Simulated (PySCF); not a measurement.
A PySCF script (with the pyscf-properties extension) for the NMR shieldings of `F[C@@H]1C[SiH2][Si@@](F)(N[SiH3])C1`, C$_{3}$H$_{11}$F$_{2}$NSi$_{3}$, on a GFN2-xTB geometry:

```python
import basis_set_exchange as bse
import numpy as np
from pyscf import gto, dft
from pyscf.prop import nmr

atoms = """
F    -1.339325    1.183636   -2.513690
C    -0.892059    0.482221   -1.396902
C    -2.021141   -0.404173   -0.882190
Si   -1.465099   -1.242933    0.749062
Si    0.025163    0.452183    1.211916
F    -0.276706    1.354287    2.530394
N     1.721636    0.160457    1.346140
Si    2.809475   -0.587426    0.216429
C    -0.393190    1.465084   -0.347603
H    -0.060923   -0.135213   -1.764954
H    -2.891738    0.231636   -0.706251
H    -2.304854   -1.111242   -1.661637
H    -0.893999   -2.565283    0.456377
H    -2.639439   -1.457978    1.602837
H     2.088487    0.299894    2.273495
H     2.559975    0.008070   -1.095412
H     2.557565   -2.032992    0.156304
H     4.154293   -0.299490    0.710695
H    -1.191323    2.180349   -0.140897
H     0.448054    2.029590   -0.747150
"""
names = dict.fromkeys(["F", "C", "Si", "N", "H"], "pcSseg-1")
basis = {el: gto.basis.parse(bse.get_basis(n, elements=[el], fmt="nwchem")) for el, n in names.items()}
mol = gto.M(atom=atoms, basis=basis, charge=0, verbose=0)
mf = dft.RKS(mol, xc="PBE0")
mf.grids.level = 2
mf.grids.alignment = dft.numint.BLKSIZE   # the property module wants whole blocks of grid points
mf.conv_tol = 1e-9
mf.kernel()

calc = nmr.RKS(mf)   # GIAO
C = mf.mo_coeff
Co = C[:, mf.mo_occ > 0]
resp = mf.gen_response(singlet=True, hermi=2)
def vind(x):   # induced exchange potential for any number of trial vectors
    d = np.einsum("pi,xij,qj->xpq", C, 2 * x.reshape(-1, C.shape[1], Co.shape[1]), Co, optimize=True)
    return np.einsum("xpq,pi,qj->xij", resp(d - d.transpose(0, 2, 1)), C, Co, optimize=True).ravel()
mo1, _ = nmr.rhf.solve_mo1(calc, with_cphf=vind)
sigma = calc.kernel(mo1)
for i, s in enumerate(sigma):   # ppm
    print("%2d %-2s %9.2f" % (i, mol.atom_pure_symbol(i), np.trace(s) / 3))
```

**Question.** What are the results?

**Answer.** 
```
 0 F     345.38
 1 C      92.58
 2 C     164.60
 3 Si    434.58
 4 Si    312.83
 5 F     350.32
 6 N     248.34
 7 Si    410.48
 8 C     153.85
 9 H      26.69
10 H      30.41
11 H      29.76
12 H      27.87
13 H      27.77
14 H      31.61
15 H      27.02
16 H      26.92
17 H      26.99
18 H      30.39
19 H      29.82
```

These numbers come from an equivalent density-fitted implementation of the same equations, which agrees with the script to about 0.01 ppm for H and up to a few tenths of a ppm for heavy atoms, so last digits may differ.

**Question.** Turn these shieldings into chemical shifts. δ = σ(ref) − σ, references computed at the same level: CFCl3 for 19F (σref 170.95); 13C (σref 186.93) and 29Si (σref 349.16) and 1H (σref 31.72) vs TMS; NH3 for 15N (σref 267.73).

**Answer.** Averaging equivalent atoms: F 0: -174.4; F 5: -179.4; C 1: 94.3; C 8: 33.1; C 2: 22.3; Si 4: 36.3; Si 7: -61.3; Si 3: -85.4; N 6: 19.4; H 9: 5.02; H 15/16/17: 4.74; H 13: 3.95; H 12: 3.84; H 11: 1.95; H 19: 1.90; H 18: 1.33; H 10: 1.31; H 14: 0.11 ppm. Unscaled 19F shifts against computed CFCl3 carry errors that often reach 10 to 50 ppm. Experimental scales use liquid or dissolved standards, which lie at an offset from isolated NH3 (liquid NH3: subtract about 20 ppm).

Size and cost of the density-fitted run: 229 basis functions, 57 s wall time on 1 thread of an Arm Neoverse V1, shared host; peak memory 1.1 GiB.
